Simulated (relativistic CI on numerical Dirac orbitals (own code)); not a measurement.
## Slater and spin-orbit integrals, Yb24+

Calculated at this level of theory: Dirac-Coulomb-Breit CI, orbitals from a KLI potential per configuration, model QED, unscaled Slater integrals (own radial code, finite nucleus).

Slater integrals F^k, G^k are unscaled and averaged over j, outside the closed core [Ar] 3d10; ζ comes from projecting the Hamiltonian with its Breit term on Σ l·s of the shell.

- 4s2 4p6 4d9 4f: ζ(4d) = 37161, F^2(4d,4f) = 201820, F^4(4d,4f) = 131750, G^1(4d,4f) = 219610, G^3(4d,4f) = 147560, G^5(4d,4f) = 107280, ζ(4f) = 5624.2 cm⁻¹; <r>(4d) = 0.4951, <r^2>(4d) = 0.2804, <r>(4f) = 0.4853, <r^2>(4f) = 0.2703 (bohr units).
- 4s2 4p5 4d10 4f: ζ(4p) = 315470, F^2(4p,4f) = 207660, G^2(4p,4f) = 174310, G^4(4p,4f) = 125300, ζ(4f) = 5610.3 cm⁻¹; <r>(4p) = 0.4817, <r^2>(4p) = 0.2627, <r>(4f) = 0.4853, <r^2>(4f) = 0.2703 (bohr units).
- 4s2 4p6 4d9 5s: ζ(4d) = 37732, G^2(4d,5s) = 31213 cm⁻¹; <r>(4d) = 0.492, <r^2>(4d) = 0.277, <r>(5s) = 0.8589, <r^2>(5s) = 0.8219 (bohr units).

Averages of the first 10 configurations, taken without configuration mixing, which lowers the lowest level and can move excited configurations by several eV; other configurations of the list can lie among them:

| Configuration | Parity | States | Average energy above the lowest level (eV) |
| --- | --- | --- | --- |
| 4s2 4p6 4d10 | even | 1 | 0.1 |
| 4s2 4p6 4d9 4f | odd | 140 | 184.9 |
| 4s2 4p5 4d10 4f | even | 84 | 371.3 |
| 4s2 4p6 4d9 5s | even | 20 | 284.2 |
| 4s 4p6 4d10 4f | odd | 28 | 505.8 |
| 4s2 4p6 4d9 5p | odd | 60 | 335.7 |
| 4s2 4p6 4d9 5d | even | 100 | 406.5 |
| 4s2 4p5 4d10 5s | odd | 12 | 471.7 |
| 4p6 4d10 4f2 | even | 91 | 1013.9 |
| 4p6 4d9 4f3 | odd | 3640 | 1198.8 |
